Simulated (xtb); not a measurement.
C4H5N, charge +1, doublet, at a GFN2-xTB geometry (a state made from the parent by changing its charge; the spin is typed, not shown lowest); xtb with GFN0-xTB.

The xtb input:
```
$ xtb mol.xyz --gfn 0 --chrg 1 --uhf 1 --opt --json

# file mol.xyz
10

C     -0.06357162    -1.13644082     0.44125941
C     -1.15680579    -0.37198786     0.11693738
C     -0.66289635     0.87577033    -0.35727821
N      0.68645322     0.84847991    -0.31398155
C      1.08891418    -0.34919756     0.16241899
H     -0.05172893    -2.13645287     0.83118679
H     -2.19353832    -0.63877508     0.19579139
H     -1.22005152     1.73058867    -0.70383313
H      1.29945642     1.60617307    -0.59436729
H      2.12684727    -0.60975777     0.28906760
```

Output, abridged:

```
   ID    Z sym.   atoms
    1    6 C      1-3, 5
    2    7 N      4
    3    1 H      6-10

           -------------------------------------------------
          |                Calculation Setup                |
           -------------------------------------------------

           -------------------------------------------------
          |                 G F N 0 - x T B                 |
           -------------------------------------------------

          ...................................................
          :                      SETUP                      :
          :.................................................:
          :  # basis functions                  30          :
          :  # atomic orbitals                  30          :
          :  # shells                           20          :
          :  # electrons                        25          :
          :  electronic temp.          300.0000000     K    :
          :  accuracy                    1.0000000          :
          :  -> integral cutoff          0.2500000E+02      :
          :  -> integral neglect         0.1000000E-07      :
          ...................................................

         :::::::::::::::::::::::::::::::::::::::::::::::::::::
         ::                     SUMMARY                     ::
         :::::::::::::::::::::::::::::::::::::::::::::::::::::
         :: total energy             -12.378326770594 Eh    ::
         :: gradient norm              0.018592674983 Eh/a0 ::
         :: HOMO-LUMO gap              4.437845407055 eV    ::
         ::.................................................::
         :: H0 energy                -13.925309200127 Eh    ::
         :: repulsion energy           0.237001003441 Eh    ::
         :: electrostat energy         1.335091561732 Eh    ::
         :: -> Gsolv                   0.000000000000 Eh    ::
         ::    -> Gsasa                0.000000000000 Eh    ::
         ::    -> Gshift               0.000000000000 Eh    ::
         :: dispersion energy         -0.002125010896 Eh    ::
         :: short-range corr.         -0.022985124744 Eh    ::
         :: add. restraining           0.000000000000 Eh    ::
         :: total charge               1.000000000000 e     ::
         :::::::::::::::::::::::::::::::::::::::::::::::::::::

      -----------------------------------------------------------
     |                   =====================                   |
     |                        A N C O P T                        |
     |                   =====================                   |
     |               Approximate Normal Coordinate               |
     |                Rational Function Optimizer                |
      -----------------------------------------------------------
      -----------------------------------------------------------
     |                   =====================                   |
     |                        A N C O P T                        |
     |                   =====================                   |
     |               Approximate Normal Coordinate               |
     |                Rational Function Optimizer                |
      -----------------------------------------------------------

          ...................................................
          :                      SETUP                      :
          :.................................................:
          :   optimization level            normal          :
          :   max. optcycles                   200          :
          :   ANC micro-cycles                  20          :
          :   degrees of freedom                24          :
          :.................................................:
          :   RF solver                   davidson          :
          :   write xtbopt.log                true          :
          :   linear?                        false          :
[...]
 * total energy  :   -12.3783268 Eh     change        0.0000000E+00 Eh
 * total energy  :   -12.3787443 Eh     change       -0.4175143E-03 Eh
 * total energy  :   -12.3787975 Eh     change       -0.5317790E-04 Eh
 * total energy  :   -12.3788026 Eh     change       -0.5109539E-05 Eh
 * total energy  :   -12.3788030 Eh     change       -0.4328676E-06 Eh
   *** GEOMETRY OPTIMIZATION CONVERGED AFTER 5 ITERATIONS ***
         :: total energy             -12.378803005176 Eh    ::
[...]
         7        2.0000           -0.5263691             -14.3232
         8        2.0000           -0.5207371             -14.1700
         9        2.0000           -0.5200648             -14.1517
        10        2.0000           -0.5014854             -13.6461
        11        2.0000           -0.4966245             -13.5138
        12        2.0000           -0.4352880             -11.8448
        13        1.0000           -0.4051271             -11.0241 (HOMO)
        14                         -0.2392562              -6.5105 (LUMO)
        15                         -0.2074318              -5.6445
        16                         -0.1407271              -3.8294
        17                         -0.1234603              -3.3595
        18                         -0.1182435              -3.2176
        19                         -0.1160288              -3.1573
        20                         -0.0970360              -2.6405
        21                          0.1009671               2.7475
        22                          0.1069890               2.9113
        23                          0.1162748               3.1640
        24                          0.1569025               4.2695
       ...                                ...                  ...
        30                          0.6578105              17.8999
      -------------------------------------------------------------
                  HL-Gap            0.1658709 Eh            4.5136 eV
             Fermi-level            0.0000000 Eh            0.0000 eV

     #   Z          covCN         q      C6AA      α(0)
     1   6 C        3.029    -0.047    30.679     9.057
     2   6 C        3.029    -0.047    30.679     9.057
     3   6 C        3.051     0.318    22.738     7.797
     4   7 N        2.782    -0.783    40.754     9.559
     5   6 C        3.051     0.318    22.738     7.797
     6   1 H        0.925     0.221     1.000     1.564
     7   1 H        0.925     0.221     1.000     1.564
     8   1 H        0.926     0.170     1.262     1.757
     9   1 H        0.860     0.460     0.385     0.972
    10   1 H        0.926     0.170     1.262     1.757

 Mol. C6AA /au·bohr⁶  :       1014.039036
 Mol. C8AA /au·bohr⁸  :      24860.554942
 Mol. α(0) /au        :         50.879810

Wiberg/Mayer (AO) data.
largest (>0.10) Wiberg bond orders for each atom

 ---------------------------------------------------------------------------
     #   Z sym  total        # sym  WBO       # sym  WBO       # sym  WBO
 ---------------------------------------------------------------------------
     1   6 C    3.973 --     2 C    1.614     5 C    1.253     6 H    0.974
     2   6 C    3.973 --     1 C    1.614     3 C    1.253     7 H    0.974
     3   6 C    3.760 --     4 N    1.310     2 C    1.253     8 H    0.975
                             5 C    0.148
     4   7 N    3.705 --     5 C    1.310     3 C    1.310     9 H    0.947
     5   6 C    3.760 --     4 N    1.310     1 C    1.253    10 H    0.975
                             3 C    0.148
     6   1 H    0.986 --     1 C    0.974
     7   1 H    0.986 --     2 C    0.974
     8   1 H    0.987 --     3 C    0.975
     9   1 H    0.965 --     4 N    0.947
    10   1 H    0.987 --     5 C    0.975
 ---------------------------------------------------------------------------

Topologies differ in total number of bonds
Writing topology from bond orders to xtbtopo.mol

 dipole moment from electron density (au)
     X       Y       Z
   0.9488   1.1728  -0.4340  total (Debye):    3.990

optimized geometry written to: xtbopt.xyz

           -------------------------------------------------
          | TOTAL ENERGY              -12.378803005176 Eh   |
          | GRADIENT NORM               0.000267728636 Eh/α |
          | HOMO-LUMO GAP               4.513577762944 eV   |
           -------------------------------------------------

normal termination of xtb
```
